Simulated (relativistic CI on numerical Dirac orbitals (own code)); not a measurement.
## Energy levels of Ir⁴⁴⁺

Method of calculation: Dirac-Coulomb-Breit CI, separate exchange-only KLI orbitals for each configuration, model QED (radiative potential, 1s self-energy scaled to tabulated hydrogen-like ionisation energies), unscaled Slater integrals (own radial code, finite nucleus).

Configuration list (outside the closed core [Ar] 3d10): 4s2.4p3, 4s.4p4, 4s2.4p2.4d, 4p5, 4s.4p3.4d, 4s2.4p2.4f, 4s.4p3.4f, 4p4.4d, 4s.4p2.4d2, 4s2.4p.4d.4f, 4p4.4f, 4s2.4p.4d2, 4s2.4d3, 4s.4p.4d3, 4s2.4d2.4f, 4s.4p.4d2.4f, 4p3.4d2, 4p2.4d3, 4p2.4d2.4f. Double excitations out of closed p, d and f shells are left out; levels of such configurations are missing from the list, as are those of other unlisted configurations, and high levels can miss mixing partners.

The lowest level is 4s2.4p3 2P°_3/2, with 47 % of that term; Hund's rules for 4s2.4p3 give 4S° with J = 3/2, of which the calculation keeps J, while another term leads.

| No. | Configuration | Term | J | E (10³ cm⁻¹) | % | Landé g | jj configuration (%) |
| --- | --- | --- | --- | --- | --- | --- | --- |
| 1 | 4s2.4p3 | 2P° | 3/2 | 0.0 | 47 | 1.359 | 4p3/2 (99) |
| 2 | 4s2.4p3 | 4S° | 3/2 | 895.4 | 54 | 1.456 | 4p1/2 4p3/2^2 (99) |
| 3 | 4s2.4p3 | 2D° | 5/2 | 943.3 | 99 | 1.194 | 4p1/2 4p3/2^2 (99) |
| 4 | 4s2.4p3 | 2P° | 1/2 | 1004.9 | 99 | 0.658 | 4p1/2 4p3/2^2 (99) |
| 5 | 4s2.4p2.4d | 2D | 3/2 | 1325.2 | 39 | 0.785 | 4p1/2^2 4d3/2 (98) |
| 6 | 4s2.4p2.4d | 2D | 5/2 | 1571.1 | 27 | 1.242 | 4p1/2^2 4d5/2 (87) |
| 7 | 4s.4p4 | 4P | 5/2 | 1764.7 | 62 | 1.436 | 4s 4p3/2^2 (84) |
| 8 | 4s.4p4 | 2S | 1/2 | 1883.4 | 57 | 2.102 | 4s 4p3/2^2 (92) |
| 9 | 4s.4p4 | 2P | 3/2 | 1901.1 | 39 | 1.171 | 4s 4p3/2^2 (87) |
| 10 | 4s2.4p3 | 2P° | 3/2 | 1908.8 | 52 | 1.305 | 4p3/2^3 (98) |
| 11 | 4s2.4p2.4d | 2F | 5/2 | 2215.1 | 46 | 0.960 | 4p1/2 4p3/2 4d3/2 (98) |
| 12 | 4s2.4p2.4d | 4F | 3/2 | 2219.1 | 37 | 0.910 | 4p1/2 4p3/2 4d3/2 (96) |
| 13 | 4s2.4p2.4d | 4D | 1/2 | 2220.8 | 80 | 0.199 | 4p1/2 4p3/2 4d3/2 (98) |
| 14 | 4s2.4p2.4d | 2G | 7/2 | 2263.7 | 48 | 1.042 | 4p1/2 4p3/2 4d3/2 (96) |
| 15 | 4s2.4p2.4d | 2D | 5/2 | 2396.4 | 34 | 1.198 | 4p1/2 4p3/2 4d3/2 (86) |
| 16 | 4s2.4p2.4d | 2D | 3/2 | 2410.7 | 34 | 1.197 | 4p1/2 4p3/2 4d3/2 (88) |
| 17 | 4s2.4p2.4d | 4D | 7/2 | 2415.7 | 48 | 1.310 | 4p1/2 4p3/2 4d5/2 (99) |
| 18 | 4s2.4p2.4d | 2P | 1/2 | 2417.4 | 37 | 1.698 | 4p1/2 4p3/2 4d3/2 (93) |
| 19 | 4s2.4p2.4d | 2P | 3/2 | 2444.9 | 40 | 1.416 | 4p1/2 4p3/2 4d5/2 (84) |
| 20 | 4s2.4p2.4d | 2G | 9/2 | 2469.7 | 60 | 1.192 | 4p1/2 4p3/2 4d5/2 (99) |
| 21 | 4s2.4p2.4d | 2D | 5/2 | 2471.0 | 33 | 1.151 | 4p1/2 4p3/2 4d5/2 (86) |
| 22 | 4s2.4p2.4d | 2F | 7/2 | 2589.8 | 54 | 1.114 | 4p1/2 4p3/2 4d5/2 (93) |
| 23 | 4s2.4p2.4d | 2D | 5/2 | 2592.6 | 36 | 1.243 | 4p1/2 4p3/2 4d5/2 (89) |
| 24 | 4s2.4p2.4d | 2D | 3/2 | 2607.8 | 60 | 0.945 | 4p1/2 4p3/2 4d5/2 (91) |
| 25 | 4s2.4p2.4d | 2P | 1/2 | 2619.0 | 49 | 1.269 | 4p1/2 4p3/2 4d5/2 (90) |
| 26 | 4s.4p4 | 4P | 3/2 | 2727.8 | 60 | 1.458 | 4s 4p1/2 4p3/2^3 (78) |
| 27 | 4s.4p4 | 2D | 5/2 | 2794.1 | 64 | 1.283 | 4s 4p1/2 4p3/2^3 (83) |
| 28 | 4s.4p4 | 2P | 1/2 | 2886.6 | 51 | 1.330 | 4s 4p1/2 4p3/2^3 (82) |
| 29 | 4s.4p4 | 2P | 3/2 | 2891.8 | 46 | 1.100 | 4s 4p1/2 4p3/2^3 (86) |
| 30 | 4s2.4p2.4f | 2F° | 5/2 | 3041.1 | 19 | 0.989 | 4s 4p3/2 4d3/2 (50) |

Energies count from the lowest computed level; ° marks odd parity. Filled j subshells are mostly left out of the jj labels.

The mean weight of the leading LS term, summed over parents, in these 30 levels is 50 %, and that of the leading jj configuration (from the same eigenvectors) 90 %, so jj coupling describes them better and the LS labels are nominal.

At this charge energies of transitions that change n are usually good to better than 1 %, and those within a shell (Δn = 0) to a few per cent.

LS names give the leading component of a level, which can be under half, so a name can repeat, a term be missing and a line seem to break the LS rules.
